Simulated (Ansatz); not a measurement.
Steps of a relaxation of C₂H₃ClSn, SMILES `Cl[C]1=[CH][SnH2]1` with RKS PBE-D4/def2-SVP.

```sh
$ ansatz run in.yaml --threads 2 --pin off --events-out ev --progress --plain --max-ram 4352MiB
```

```yaml
crystal:
  periodic: [false, false, false]
  atoms:
    - {symbol: Cl, position_ang: [-1.200700, -2.573900, 0.530500]}
    - {symbol: C, position_ang: [-0.393900, -1.027100, 0.249300]}
    - {symbol: C, position_ang: [0.812300, -0.310700, 0.409400]}
    - {symbol: Sn, position_ang: [-0.444900, 0.851800, -0.518600]}
    - {symbol: H, position_ang: [1.861700, -0.354200, 0.786500]}
    - {symbol: H, position_ang: [-0.783900, 2.194400, 0.581800]}
    - {symbol: H, position_ang: [0.210600, 1.151700, -2.084500]}
basis:
  gaussian: {orbitals: def2-SVP}
hamiltonian: {xc: pbe, dispersion: d4}
relax: {f_tol: 0.03, max_steps: 200}
```

Positions (Å) and forces (eV/Å) along the path, 8 of 8 steps:

```xyz
7
step=1 energy=-20459.3821 eV
Cl   -1.201   -2.574    0.530    0.760    0.818   -0.012
C    -0.394   -1.027    0.249    2.547   -0.277    0.991
C     0.812   -0.311    0.409    0.250   -4.352    1.765
Sn   -0.445    0.852   -0.519   -2.394    4.489   -2.113
H     1.862   -0.354    0.786   -0.579   -0.642    0.082
H    -0.784    2.194    0.582   -0.229   -0.213   -0.535
H     0.211    1.152   -2.084   -0.355    0.177   -0.179
7
step=2 energy=-20460.2046 eV
Cl   -1.141   -2.544    0.545    0.413    0.383    0.006
C    -0.340   -1.016    0.260    0.892    0.211    0.229
C     0.853   -0.396    0.454   -0.299   -1.086    0.300
Sn   -0.426    0.953   -0.527   -0.302    0.618   -0.595
H     1.871   -0.533    0.864   -0.312   -0.410    0.061
H    -0.869    2.240    0.501   -0.183    0.197   -0.028
H     0.113    1.228   -2.143   -0.208    0.086    0.027
7
step=3 energy=-20460.3041 eV
Cl   -1.162   -2.445    0.500    0.533    0.109    0.154
C    -0.245   -0.980    0.274   -0.615    0.180   -0.300
C     0.944   -0.408    0.488    0.269   -0.486    0.287
Sn   -0.372    0.986   -0.528    0.053   -0.034    0.044
H     1.907   -0.707    0.955   -0.228    0.048   -0.100
H    -0.990    2.249    0.451   -0.005    0.090   -0.041
H    -0.021    1.238   -2.186   -0.008    0.093   -0.043
7
step=4 energy=-20460.3603 eV
Cl   -1.081   -2.510    0.551    0.252    0.157    0.032
C    -0.278   -0.993    0.262   -0.465   -0.020   -0.154
C     0.912   -0.434    0.487    0.196   -0.015    0.083
Sn   -0.378    0.988   -0.531    0.106   -0.047    0.090
H     1.864   -0.735    0.956   -0.043   -0.041   -0.007
H    -0.959    2.307    0.409   -0.030   -0.024   -0.003
H    -0.018    1.308   -2.180   -0.017   -0.010   -0.041
7
step=5 energy=-20460.3676 eV
Cl   -1.068   -2.492    0.543    0.047   -0.151    0.075
C    -0.292   -0.977    0.276   -0.028    0.226   -0.094
C     0.909   -0.432    0.510   -0.093   -0.031   -0.158
Sn   -0.354    0.996   -0.526    0.103   -0.018    0.105
H     1.870   -0.759    0.932    0.019   -0.050    0.107
H    -0.985    2.296    0.403   -0.030    0.032    0.008
H    -0.018    1.300   -2.182   -0.017   -0.009   -0.043
7
step=6 energy=-20460.3755 eV
Cl   -1.048   -2.494    0.556    0.031   -0.077    0.041
C    -0.298   -0.969    0.257    0.030    0.275   -0.094
C     0.910   -0.435    0.496   -0.250   -0.096   -0.097
Sn   -0.301    1.028   -0.518   -0.039   -0.014    0.009
H     1.845   -0.780    0.950    0.208   -0.052    0.121
H    -1.010    2.296    0.420    0.053   -0.059   -0.103
H    -0.038    1.286   -2.207   -0.034    0.022    0.122
7
step=7 energy=-20460.3804 eV
Cl   -1.029   -2.503    0.565   -0.043   -0.042   -0.001
C    -0.302   -0.968    0.240    0.070   -0.005    0.047
C     0.908   -0.446    0.491   -0.126    0.072   -0.073
Sn   -0.309    1.024   -0.519    0.052   -0.003    0.017
H     1.837   -0.786    0.972    0.068   -0.031    0.025
H    -0.990    2.307    0.402   -0.017   -0.001   -0.009
H    -0.055    1.304   -2.197   -0.004    0.010   -0.006
7
step=8 energy=-20460.3811 eV
Cl   -1.033   -2.505    0.567    0.003    0.020    0.004
C    -0.303   -0.966    0.252   -0.008   -0.021   -0.026
C     0.909   -0.447    0.492   -0.012    0.004    0.006
Sn   -0.298    1.026   -0.516   -0.002    0.009    0.007
H     1.843   -0.795    0.963    0.015    0.004    0.003
H    -1.005    2.306    0.392    0.005   -0.007    0.001
H    -0.053    1.312   -2.196    0.000   -0.009    0.005
```

Hardware: 2 threads of an Intel Xeon 6975P-C on a shared host. Wall time 7 s, peak host memory 0.15 GiB.
